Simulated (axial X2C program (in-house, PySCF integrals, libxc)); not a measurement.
Worked dissociation energy of InP⁺: PBE0, two-component

Computed with an in-house relativistic program for diatomic molecules. Two-component (2c) means X2C with spin–orbit coupling and atomic mean-field two-electron Coulomb and Gaunt terms. Basis: In dyall-cv3z [11s12p9d4f1g], P dyall-v3z [8s7p2d1f] (cores contracted in-house); Gaussian nuclei, density fitting, unrestricted open shells. Masses: In 114.904 u, P 30.974 u.

Molecular state: Ω = 3/2 (⟨Sz⟩ = 1.50, ⟨Lz⟩ = 0.00 at PBE0).

```
E(In+) (2M_J = 0) : -5877.985302 hartree
E(P) (2M_J = 3)   : -341.922219 hartree
E(InP⁺) at Re     : -6219.923395 hartree
ωe                : 120.9 cm⁻¹
ωexe              : 1.01 cm⁻¹
```

(1) Work out De and D0.

Occupations by symmetry block were frozen at the best pattern of an incomplete PBE0 search. De is counted from the lowest determinant-based energies of the atoms at the same level, without counterpoise correction. Density functionals use the spin component along the axis (collinear). With several unpaired electrons one determinant need not be a pure state. This is the top spin component of a Σ state; components of lower Ω are not single determinants and can lie lower.

The levels of this run spread widely (ωe from 87 to 129 cm⁻¹), so these constants depend on the method. The bond is weak, and without diffuse functions and with truncated virtuals even CCSD(T) can be tens of per cent off in De.

Each atomic determinant is the lowest at this level and need not be a pure J level. Totals compare only within one Hamiltonian and basis.

## Answers

(1) De = -5877.985302 + (-341.922219) − (-6219.923395) = 0.01587 hartree = 0.432 eV. The zero-point energy is ωe/2 − ωexe/4 = 60 cm⁻¹ = 0.007 eV, so D0 = 0.424 eV.
